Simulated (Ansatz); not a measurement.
Isolated molecules relaxed with PBE0-D4/def2-TZVP in Ansatz; ΔE leaves out vibrations. CCSD(T)/CBS is the MP2 limit (def2-TZVPP, def2-QZVPP) plus CCSD(T) − MP2 in def2-TZVPP, frozen cores. Functionals use def2-TZVPP. B3LYP here is the variant with VWN-RPA as its local correlation; programs differ in this. For Ge outer-core shells are correlated without core-valence functions, which leaves a few kJ/mol of doubt a bond. Scalar relativity is left out up to krypton. Each species was taken in one conformer, which may not be the lowest.

`[Cl][GeH2][GeH3]` + `OC#C[SiH3]` → `[SiH3]C#C[O][GeH3]` + `[Cl][GeH3]`  (cleavage of the Ge–Ge bond)

```csv
level,ΔE (kJ/mol)
PBE-D4,1.4
PBE,1.3
B3LYP,-11.0
MP2/def2-QZVPP,-14.5
```

**Question.** What does CCSD(T)/CBS give? (An estimate is asked.)

**Answer.** Ansatz gave: -8.5 kJ/mol. The listed levels differ from it by 9.9, 9.8, -2.5, -6.0 kJ/mol.

Largest T1 diagnostic among the species: 0.013.

In def2-TZVPP, CCSD(T) changes the Hartree–Fock value by +16.5 kJ/mol (the triples alone add −0.1 kJ/mol) and MP2 by +13.1 kJ/mol.
